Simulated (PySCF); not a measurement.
## Ionising SiBr

UHF; basis Si def2-TZVPPD, Br def2-TZVPPD; no relativity; PySCF 2.14. Neutral (UHF): doublet (π ↑), Re = 2.251 Å, ωe = 413 cm⁻¹, De = 2.59 eV, HOMO -7.99 eV, LUMO -0.09 eV.

SiBr⁺ (RHF): singlet (closed shell), Re = 2.103 Å, ωe = 549 cm⁻¹, De = 3.20 eV to Si⁺ + Br. The energies at the minima are -2861.34463 hartree for SiBr and -2861.08642 for SiBr⁺.

Q: Work out the adiabatic ionisation energy, without and with harmonic zero-point energies (1 hartree = 27.2114 eV, 1 eV = 8065.5 cm⁻¹), and the change of the bond length.

A: At HF: 0.25821 hartree = 7.026 eV between the minima; the zero-point term (549.0 − 413.0)/2 cm⁻¹ = +0.008 eV makes it 7.035 eV. Re changes by -14.8 pm against the neutral. The electron leaves a π orbital, and the shorter bond of the ion fits an antibonding orbital, or a change in how ionic the bond is.

SiBr⁻ (UHF): triplet (π ↑↑), Re = 2.501 Å, ωe = 248 cm⁻¹. The energies at the minima are -2861.34463 hartree for SiBr and -2861.38304 for SiBr⁻.

Q: Work out the adiabatic electron affinity, without and with harmonic zero-point energies (1 hartree = 27.2114 eV, 1 eV = 8065.5 cm⁻¹), and the change of the bond length.

A: At UHF: 0.03841 hartree = 1.045 eV between the minima; the zero-point term (413.0 − 248.0)/2 cm⁻¹ = +0.010 eV makes it 1.055 eV. Re changes by +25.0 pm against the neutral. The electron enters a π orbital, and the ion is left as a loose complex of an ion and an atom.

Spin–orbit coupling is left out. For an ion De counts to the pair picked by the measured ionisation energies or electron affinities, which need not be the lowest pair at this level. Where the molecule has an RHF reference, its open-shell atoms are computed with UHF. Hartree–Fock leaves out correlation, which carries a large part of most bond energies and some tenths to 1 eV of ionisation energies. States were picked by a PBE0 search and need not be the measured ground states.

Neutral and ion stand on different kinds of reference determinant, which adds to the error of the difference.
